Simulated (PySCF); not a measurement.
## The first ionisation energy along the 5p block

All values are computed (PySCF 2.14, energy differences of UHF-based or UKS calculations, no spin-orbit coupling). Values in eV. The last column holds reference values (NIST; (s) semi-empirical, (t) theoretical, else measured). Unmarked ones compare directly (S terms, centres of terms, or small fine structure); those marked * lie between the lowest fine-structure levels and include a spin-orbit shift.

```
                                                                              element                         configurations     UHF  SCS-MP2 (valence)  MP2 (valence and next inner shell)  SCS-MP2 (valence and next inner shell)  CCSD(T) (valence and next inner shell)  CCSD (valence)  reference
In (x2c-TZVPPall with one added diffuse shell each of s, p, d, f type, spin-free X2C)      [Kr] 4d10 5s2 5p1 → [Kr] 4d10 5s2   5.210              5.372                               5.454                                   5.393                                   5.507           5.441      5.603
Sn (x2c-TZVPPall with one added diffuse shell each of s, p, d, f type, spin-free X2C)  [Kr] 4d10 5s2 5p2 → [Kr] 4d10 5s2 5p1   6.862              7.091                               7.267                                   7.154                                   7.264           7.187      7.389
Sb (x2c-TZVPPall with one added diffuse shell each of s, p, d, f type, spin-free X2C)  [Kr] 4d10 5s2 5p3 → [Kr] 4d10 5s2 5p2   8.598              8.878                               9.139                                   8.966                                   9.075           8.988      9.124
Te (x2c-TZVPPall with one added diffuse shell each of s, p, d, f type, spin-free X2C)  [Kr] 4d10 5s2 5p4 → [Kr] 4d10 5s2 5p3   7.761              8.419                               8.438                                   8.457                                   8.569           8.490      8.749
 I (x2c-TZVPPall with one added diffuse shell each of s, p, d, f type, spin-free X2C)  [Kr] 4d10 5s2 5p5 → [Kr] 4d10 5s2 5p4   9.594             10.299                              10.414                                  10.372                                  10.416          10.326     10.519
Xe (x2c-TZVPPall with one added diffuse shell each of s, p, d, f type, spin-free X2C)               [Xe] → [Kr] 4d10 5s2 5p5  11.509             12.220                              12.424                                  12.312                                  12.301          12.208     12.565
```

| method | elements | mean error (eV) | mean absolute error (eV) | largest error (eV) |
| --- | --- | --- | --- | --- |
| UHF | 6 | -0.736 | 0.736 | -1.056 |
| SCS-MP2 (valence) | 6 | -0.278 | 0.278 | -0.345 |
| MP2 (valence and next inner shell) | 6 | -0.136 | 0.141 | -0.311 |
| SCS-MP2 (valence and next inner shell) | 6 | -0.216 | 0.216 | -0.292 |
| CCSD(T) (valence and next inner shell) | 6 | -0.136 | 0.136 | -0.264 |
| CCSD (valence) | 6 | -0.218 | 0.218 | -0.357 |

Errors include the incompleteness of the basis and the frozen core.

"Valence" correlates the outer s and p shells and, in groups 3 to 12 and the f block, the outer d or f shell, open or full, or the next shell where the ion has no valence electron left; the wider scheme adds the next inner shell.
